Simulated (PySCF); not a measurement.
Compound: B3H6N.
SMILES with atom numbers: `[BH2:1][N:2]([BH2:3])[BH2:4]` (hydrogens: H5, H6 on B1; H7, H8 on B3; H9, H10 on B4)

Method used: core-valence-separated Tamm–Dancoff BHandHLYP/aug-pcX-1 (pcseg-1 on H) in PySCF, non-relativistic, gas phase, PBE0-D3(BJ)/def2-SVP geometry. No shift to experiment was applied.

Q: Give energies, oscillator strengths and core holes at the N K edge.

A: 
```tsv
E (eV)	f	core hole on	main final orbital	polarisation
398.23	0.0491	N2	LUMO+2 (59 %)	out of plane
398.33	0.0000	N2	LUMO/LUMO+1 (2 roots, f summed)	–
401.35	0.0000	N2	LUMO+8 (62 %)	–
401.93	0.0000	N2	LUMO+5 (68 %)	–
401.97	0.0028	N2	LUMO+3/LUMO+4 (2 roots, f summed)	in plane
```

The first line with a tenth or more of the strongest one's intensity is at 398.23 eV (f = 0.049), with the hole on N2 (boron-bound nitrogen), polarised out of plane. It is also the strongest listed.

Q: Give energies, oscillator strengths and core holes at the B K edge.

A: 
```
E (eV)       f  core hole on               main final orbital  polarisation
186.16  0.2595      B1/B3/B4  LUMO/LUMO+1 (3 roots, f summed)  out of plane
190.05  0.0000      B1/B3/B4  LUMO/LUMO+1 (3 roots, f summed)             –
191.10  0.0003      B1/B3/B4       LUMO+2 (3 roots, f summed)             –
191.57  0.0233      B1/B3/B4       LUMO+5 (3 roots, f summed)      in plane
192.03  0.0621      B1/B3/B4       spread (3 roots, f summed)      in plane
```

The first line with a tenth or more of the strongest one's intensity is at 186.16 eV (f = 0.260, sum of 3), with the hole on B1/B3/B4 (three-coordinate boron), polarised out of plane. It is also the strongest listed.

Roots within 0.03 eV whose holes lie on the same, on equivalent or on shared atoms are summed into one line, and the highest roots are left out, as the search may have cut off their partners. Final orbitals are the ground state's empty Kohn–Sham orbitals. A dash: too weak, shared between unlike atoms, or no plane or axis to refer to.

Q: What are the wavelength and the wavenumber of the 398.23 eV line?

A: λ = 12398.42 eV Å/398.23 eV = 31.134 Å; 3.2119 × 10⁶ cm⁻¹.

The list ends where the root search ended, not at a threshold.
